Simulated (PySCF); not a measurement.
**Computed structure and properties of [Ce(PH3)2]3+**

System: [Ce(PH3)2]3+ (singlet in the valence; each metal's 4f electrons, 1 of them, lie in its core potential, out of spins and levels); start: displaced along the imaginary mode (Cs). Method: PySCF 2.14.0, RKS PBE, Ce lcecp-1-SVP with ECP47, P def2-SVP, H def2-SVP; non-relativistic Hamiltonian with scalar-relativistic core potentials where named; density fitting; no spin-orbit coupling.

Input of the relaxation:

```python
mol = gto.M(atom='''
Ce     0.09906     0.06871    -0.00000
P     -0.20542    -0.14249     3.14066
H      1.11012    -0.12873     3.71942
H     -0.83513     0.99636     3.74672
H     -0.83744    -1.25779     3.78319
P     -0.20542    -0.14249    -3.14066
H      1.11012    -0.12873    -3.71942
H     -0.83744    -1.25779    -3.78319
H     -0.83513     0.99636    -3.74672''',
    basis={'Ce': 'lcecp-1-SVP', 'P': 'def2-SVP', 'H': 'def2-SVP'},
    ecp={'Ce': 'lcecp-1-SVP'},
    charge=3, spin=0)
mf = dft.RKS(mol, xc='PBE')
mf.grids.atom_grid = (50, 194)  # f atoms: unpruned, at least (60, 302)
mf = mf.density_fit()  # fitting sets: Ce AutoAux, P def2-universal-JKFIT, H def2-universal-JKFIT
mf.conv_tol = 1e-08; mf.max_cycle = 55
mf.kernel(dm0)  # dm0: converged density of the start geometry
# quasi-Newton relaxation in Cartesian coordinates to a largest gradient under 0.00045 Eh/bohr, steps kept in the point group
```

Run from Python with OMP_NUM_THREADS=2; the lines above give its settings. Where DIIS fails, smearing, a level shift and second-order steps follow.
It took 69 s on 2 threads of Arm Neoverse V1 (shared host), from the converged density of the start.

Course of the relaxation:

```json
{"step": "0", "energy above end (eV)": "0.4300", "largest force component within the symmetry (eV/Å)": "0.269"}
{"step": "1", "energy above end (eV)": "0.3645", "largest force component within the symmetry (eV/Å)": "0.260"}
{"step": "2", "energy above end (eV)": "0.3003", "largest force component within the symmetry (eV/Å)": "0.205"}
{"step": "3", "energy above end (eV)": "0.2046", "largest force component within the symmetry (eV/Å)": "0.154"}
{"step": "4", "energy above end (eV)": "0.1496", "largest force component within the symmetry (eV/Å)": "0.178"}
{"step": "5", "energy above end (eV)": "0.1067", "largest force component within the symmetry (eV/Å)": "0.170"}
{"step": "6", "energy above end (eV)": "0.0520", "largest force component within the symmetry (eV/Å)": "0.104"}
{"step": "7", "energy above end (eV)": "0.0251", "largest force component within the symmetry (eV/Å)": "0.174"}
{"step": "11", "energy above end (eV)": "0.0021", "largest force component within the symmetry (eV/Å)": "0.046"}
{"step": "12", "energy above end (eV)": "0.0007", "largest force component within the symmetry (eV/Å)": "0.026"}
{"step": "13", "energy above end (eV)": "0.0003", "largest force component within the symmetry (eV/Å)": "0.013"}
{"step": "14", "energy above end (eV)": "0.0001", "largest force component within the symmetry (eV/Å)": "0.015"}
{"step": "15", "energy above end (eV)": "0.0001", "largest force component within the symmetry (eV/Å)": "0.011"}
{"step": "16", "energy above end (eV)": "0.0000", "largest force component within the symmetry (eV/Å)": "0.008"}
```
(The steps between are left out.)

Relaxed geometry (Cs):

```xyz
9

Ce    1.0386    0.9586    0.0000
P    -0.1457   -0.1028    2.6223
H     0.8485   -0.3886    3.6172
H    -1.0330    0.8269    3.2611
H    -0.9075   -1.3132    2.5128
P    -0.1457   -0.1028   -2.6223
H     0.8485   -0.3886   -3.6172
H    -0.9075   -1.3132   -2.5128
H    -1.0330    0.8269   -3.2611
```

```tsv
contact	Å
Ce1–P2 (PH3)	3.067
Ce1–P6 (PH3)	3.067
```

On the finer grid (75, 302):

```yaml
HOMO: -20.85 eV
LUMO: -17.95 eV
Dipole_about_the_centre_of_mass: 1.54 D
Set_of_Mulliken_populations_of_Ce1_outside_the_core_potential: s 2.23, p 6.09, d 0.78, f 0.01
D3_BJ_dispersion_energy_not_in_the_energies: -0.182 eV
```

```csv
atom,Mulliken (e),Löwdin (e),spin (e)
Ce1,1.89,1.52,0.00
P2,-0.09,0.47,0.00
H3,0.22,0.09,0.00
H4,0.22,0.09,0.00
H5,0.21,0.09,0.00
P6,-0.09,0.47,0.00
H7,0.22,0.09,0.00
H8,0.21,0.09,0.00
H9,0.22,0.09,0.00
```

The 4f levels lie in the core potential and are missing. Their spin isn't counted.

On the grid (50, 194), as all that follows. Harmonic modes: a minimum within the noise of the softest modes; lowest 18 cm⁻¹ (negative: unstable), highest 2378 cm⁻¹, zero-point energy 1.360 eV.

Taking off one PH3 (charge 0, singlet; the rest: singlet) in vacuum, both parts rigid, costs 3.80 eV; the small basis without counterpoise inflates it. Parting with an electron moved from the ligand to the metal can be far cheaper, even downhill.

Rigid scan of PH3 along the line from its metal:

distance to P2 (Å), energy (eV) and a bar:
```
     2.77      0.243 ##############################
     2.87      0.096 ############
     2.97      0.021 ###
     3.07      0.000 
     3.17      0.018 ##
     3.27      0.064 ########
     3.47      0.206 #########################
```

One start shape was tried, so this needn't be the lowest isomer.

An lcecp potential fixes the number of 4f electrons, so in runs with it no electron can move into or out of that shell.
